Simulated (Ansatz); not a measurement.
`[SeH][SiH]1[NH][AlH]1` + `[OH][GaH][OH]` → `[OH][Ga]([OH])[SeH]` + `[NH]1[AlH][SiH2]1`  (formal exchange of groups at the Se–Si bond)

Computed with Ansatz on PBE0-D4/def2-TZVP structures; ΔE is electronic, products minus reactants. CCSD(T)/CBS adds triple-zeta CCSD(T) − MP2 to the extrapolated MP2 energy (def2 sets, frozen cores). Functionals use def2-TZVPP. For Ga, Se outer-core shells are correlated without core-valence functions, which leaves a few kJ/mol of doubt a bond. Scalar relativity is left out up to krypton. One conformer a species, not always the lowest.

CCSD(T)/CBS gives -18.6 kJ/mol.

(1) Another level gave -16.1 kJ/mol. Which?
A. revPBE/def2-TZVPP
B. RPA@PBE/def2-TZVPP
C. HF/def2-TZVPP
D. LDA (SPW92)/def2-TZVPP

Largest T1 diagnostic among the species: 0.015.

Answers

(1) A. revPBE -16.1, RPA@PBE/def2-TZVPP -24.1, HF/def2-TZVPP -32.0, LDA (SPW92) -10.5 kJ/mol.

Leaving LDA and LC-ωPBE aside and taking each functional with its dispersion term where it has one, the values, not all of them listed here, spread over 10.7 kJ/mol, from BHLYP-D4 to B97M-V. LDA lies +4.4 kJ/mol from PBE without D4. From PBE to PBE0 (25 % exact exchange), in def2-TZVPP and without D4, ΔE moves by −3.3 kJ/mol.
